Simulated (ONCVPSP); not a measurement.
## indium (In): one change to an ONCV potential, before and after

- Element: indium (In)
- Generator: ONCVPSP 4.0.1
- Type: optimised norm-conserving Vanderbilt (ONCV)
- Functional: LDA (Perdew-Zunger)
- Relativity: scalar-relativistic
- Frozen core: [Ar] 3d10
- Valence charge: 21
- Reference configuration: 4s2 4p6 4d10 5s2 (charge +1)
- Partial waves: 4s+5s: rc 1.40 bohr, ncon 5, nbas 8, qcut 10.9 1/bohr, 3 projectors, debl 3.8 Ha; 4p: rc 1.35 bohr, ncon 4, nbas 7, qcut 7.9 1/bohr, 3 projectors, debl 1 Ha; 4d: rc 1.35 bohr, ncon 4, nbas 9, qcut 11.4 1/bohr, local
- Local potential: the d channel
- Core correction: Teter function, fcfact 1.75, rcfact 1.7

In the p channel the program set the typed energies aside and used -3.146, 0.250, 1.250 Ha.

All-electron outer shells of the reference configuration (LDA (Perdew-Zunger), scalar-relativistic, ld1.x):

| shell | level (eV) | outermost node (bohr) | outermost maximum (bohr) |
| --- | --- | --- | --- |
| 3d | -440.57 | – | 0.26 |
| 4s | -127.02 | 0.41 | 0.77 |
| 4p | -85.61 | 0.42 | 0.82 |
| 4d | -26.25 | 0.40 | 0.94 |
| 5s | -15.31 | 1.02 | 2.11 |

Change: d: qcut 15.5.

Cutoffs: the cutoffs (Ha) at which the residual kinetic energy of the hardest occupied pseudo-wave falls to 1 and 0.1 mHa per electron; they do not see the model core or the augmentation charge, which bear on the density cutoff. Errors are all-electron minus pseudo energies relative to the spin-unpolarised reference configuration.

Task: Predict the effect on cutoff, ghosts and configuration errors.

Result: The potential gets neither clearly harder nor softer (43 Ha and 49 Ha → 43 Ha and 52 Ha); the bound ghost in p disappears; the errors of the 4 common tests hardly move.

```tsv
quantity	base	changed
cutoff, loose	43 Ha	43 Ha
cutoff, tight	49 Ha	52 Ha
loose cutoff by channel	s 43 Ha, p 21 Ha, d 42 Ha	s 43 Ha, p 21 Ha, d 43 Ha
bound ghosts	p	none
GHOST(+) flags under 300 eV	none	none
error for 4s2 4p6 4d10 5s2 5p1, meV [ΔE -5.59 eV]	+1.1	+1.1
error for 4s2 4p6 4d10 5s1, meV [ΔE 19.66 eV]	-3.3	-3.3
error for 4s2 4p6 4d10 5s0, meV [ΔE 48.40 eV]	-8.8	-8.7
error for 4s1 4p6 4d10 5s2 5p1, meV [ΔE 121.77 eV]	-67	-60
s: phases at 1.42 bohr within 0.05 rad from the reference energy up to (Ha; the scan ends near 5)	to the end of the scan	to the end of the scan
p: phases at 1.37 bohr within 0.05 rad from the reference energy up to (Ha; the scan ends near 5)	to the end of the scan	to the end of the scan
d: phases at 1.37 bohr within 0.05 rad from the reference energy up to (Ha; the scan ends near 5)	to the end of the scan	4.4
rms error of d²Exc/dni dnj with the model core, mHa	0.26	0.27
```

 A true bound ghost makes a file unfit for plane-wave use even where its test errors are small: the radial tests pick states by their node count and pass the ghost by.
